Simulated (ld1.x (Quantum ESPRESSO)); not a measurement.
# H: one change to a TM potential, before and after

* Element: H (Z = 1)
* Generator: ld1.x (Quantum ESPRESSO) 7.5
* Type: norm-conserving Troullier–Martins (Kleinman–Bylander form)
* Functional: PBE
* Relativity: scalar-relativistic
* Frozen core: none
* Valence charge: 1
* Reference configuration: 1s1
* Partial waves: 1s (bound): rc 0.70 bohr; 2p channel at 0.15 Ry: rc 0.75 bohr
* Local potential: all-electron potential smoothed inside 0.70 bohr (lloc = -1)
* Core correction: none

Change: all radii scaled by about 1.28 (s 0.90, p 0.96 bohr); local potential all-electron potential smoothed inside 0.90 bohr (lloc = -1).

Cutoffs: the cutoffs (Ry, on a coarse ladder) from which the occupation-weighted sum of valence levels, in a spherical-Bessel basis at the reference potential, stays within 10 and 1 mRy of its value at 400 Ry; they do not see the model core or the augmentation charge, which bear on the density cutoff. Errors are all-electron minus pseudo energies relative to the spin-unpolarised reference configuration.

What does the change do?

The potential gets softer (35 Ry and 80 Ry → 30 Ry and 55 Ry); neither file shows a bound ghost. A larger radius leaves more room for a smooth pseudo-wave, so fewer plane waves are needed.

```csv
quantity,base,changed
"cutoff, loose",35 Ry,30 Ry
"cutoff, tight",80 Ry,55 Ry
bound ghosts,none,none
"error for 1s0.5, meV [ΔE 4.76 eV]",+0.1,+0.3
```
